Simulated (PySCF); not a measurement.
fluoromethyl(silyloxy)silane (CH₇FOSi₂), SMILES FC[SiH2]O[SiH3].

Coordinates come from a B3LYP-D3(BJ)/def2-SVP optimisation. Other conformers were not sampled.

These are TDDFT-PBE/def2-SVPD (PySCF) values and carry that method's errors.

Vertical excitations. Isolated molecule, no solvent.

| state | energy (eV) | λ (nm) | f | main pairs |
|---|---|---|---|---|
| S1 | 5.88 | 211 | 0.000 | HOMO→LUMO 100 % |
| S2 | 6.13 | 202 | 0.000 | HOMO−1→LUMO 100 % |
| S3 | 6.73 | 184 | 0.002 | HOMO−2→LUMO 95 % |
| S4 | 6.90 | 180 | 0.000 | HOMO−3→LUMO 99 % |
| S5 | 6.94 | 179 | 0.022 | HOMO→LUMO+1 92 % |
| S6 | 7.12 | 174 | 0.005 | HOMO−1→LUMO+1 99 % |
| S7 | 7.15 | 174 | 0.042 | HOMO→LUMO+2 96 % |
| S8 | 7.37 | 168 | 0.003 | HOMO−4→LUMO 90 % |
| S9 | 7.40 | 168 | 0.034 | HOMO−1→LUMO+2 91 % |
| S10 | 7.42 | 167 | 0.028 | HOMO→LUMO+3 97 % |
| T1 | 5.64 | 220 | 0 | HOMO→LUMO 99 % |
| T2 | 5.89 | 210 | 0 | HOMO−1→LUMO 100 % |
| T3 | 6.47 | 191 | 0 | HOMO−2→LUMO 93 % |
| T4 | 6.70 | 185 | 0 | HOMO→LUMO+1 94 % |
Triplets are in the Tamm–Dancoff approximation, which puts them higher than full response would, so one can lie above its singlet here.
